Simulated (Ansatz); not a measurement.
One change: `SC[SiH2][SeH]` becomes `ClC[SiH2][SeH]`.

Ansatz, PBE0-D4/def2-TZVP geometries, multiplicity 1. Each molecule was computed in one conformer, which needn't be the lowest.

Scalar relativity is left out up to krypton.

| property | `SC[SiH2][SeH]` |
| --- | --- |
| LUMO energy (PBE/def2-TZVPP) / eV | -0.85 |
| HOMO energy (ωB97M-V/def2-TZVPP) / eV | -9.07 |
| size of the dipole moment (B3LYP/def2-TZVPP) / D | 2.29 |
| LUMO energy (PBE0/def2-TZVPP) / eV | 0.03 |
| HOMO energy (B3LYP/def2-TZVPP) / eV | -6.62 |
| size of the dipole moment (ωB97M-V/def2-TZVPP) / D | 2.34 |

Task: What does the change do to each property? (Estimate.)

Result: The calculation gave: 
```csv
property,`ClC[SiH2][SeH]`,shift
LUMO energy (PBE/def2-TZVPP) / eV,-1.10,-0.25
HOMO energy (ωB97M-V/def2-TZVPP) / eV,-9.40,-0.33
size of the dipole moment (B3LYP/def2-TZVPP) / D,1.16,-1.13
LUMO energy (PBE0/def2-TZVPP) / eV,-0.17,-0.20
HOMO energy (B3LYP/def2-TZVPP) / eV,-7.00,-0.38
size of the dipole moment (ωB97M-V/def2-TZVPP) / D,1.15,-1.19
```

With PBE0 the HOMO falls by 0.38 eV and the LUMO falls by 0.20 eV, so the gap widens by about 0.18 eV. PBE moves the HOMO by -0.46 eV and ωB97M-V by -0.33 eV. Dipoles are sizes alone; their direction can turn.

B3LYP here is the variant with VWN-RPA as its local correlation; programs differ in this.

Spin–orbit coupling is left out; it splits and shifts lone-pair levels of the heavy atoms by tenths of an eV.
